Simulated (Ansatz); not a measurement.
A nudged elastic band was laid between two geometries of C3H5Li (9 atoms, charge 0, multiplicity 1).

All numbers below come from Ansatz, RKS B3LYP-D4/def2-SVP.

* movable images: 7
* climbing image: yes
* spring: 5.0 eV/Å²
* optimiser: fire
* start path: IDPP
* force threshold: 0.05 eV/Å
* iteration limit: 60
* end points: relaxed
* largest step: 0.02 Å

Image 0:

```xyz
9
Properties=species:S:1:pos:R:3
Li -0.920 0.636 -2.283
C 0.495 0.907 -0.971
C 0.527 0.257 0.212
C -0.492 -0.748 0.694
H 1.359 1.592 -1.082
H 1.338 0.425 0.947
H -1.295 -0.904 -0.053
H -0.037 -1.735 0.900
H -0.976 -0.431 1.636
```

Image 8:

```xyz
9
Properties=species:S:1:pos:R:3
Li 0.733 -1.021 -2.208
C 0.951 0.453 -0.951
C 0.249 0.535 0.200
C -0.778 -0.460 0.680
H 1.640 1.311 -1.069
H 0.384 1.379 0.904
H -1.774 0.001 0.818
H -0.900 -1.298 -0.034
H -0.506 -0.900 1.658
```

(1) Which bonds break or form, and what moves?

(2) Give the energies along the band, and the barrier.

(3) What is the geometry of the highest image?

Answers

(1) No bond is made or broken. The dihedral C2–C3–C4–H8 goes from 121 to 0°. The two ends are copies of one structure, up to a mirror image or an exchange of like atoms.

(2) The forces met the threshold. The highest image is number 4 of 0 to 8, 2.3 kcal/mol above the ends, which have the same energy within 2 meV. Another band between the same ends (7 images) ends at a top of the same energy, where a vibrational analysis finds 1 clearly imaginary mode.

| image | path coordinate (Å) | energy (kcal/mol) | dihedral C2–C3–C4–H8 (°) |
| --- | --- | --- | --- |
| 0 | 0.00 | 0.0 | 121 |
| 1 | 0.40 | 0.3 | 106 |
| 2 | 0.80 | 1.1 | 91 |
| 3 | 1.20 | 2.0 | 76 |
| 4 | 1.60 | 2.3 | 60 |
| 5 | 2.00 | 2.0 | 45 |
| 6 | 2.40 | 1.1 | 30 |
| 7 | 2.80 | 0.3 | 15 |
| 8 | 3.20 | 0.0 | 0 |

(3) 
```xyz
9
Properties=species:S:1:pos:R:3
Li 0.086 -0.439 -2.511
C 0.765 0.618 -1.020
C 0.361 0.448 0.256
C -0.666 -0.572 0.727
H 1.520 1.424 -1.100
H 0.770 1.067 1.076
H -1.654 -0.421 0.250
H -0.355 -1.611 0.505
H -0.828 -0.515 1.817
```

Time of the run: 3.2 min on 1 thread of Arm Neoverse V1, with other jobs on the host, peak memory 0.14 GiB.
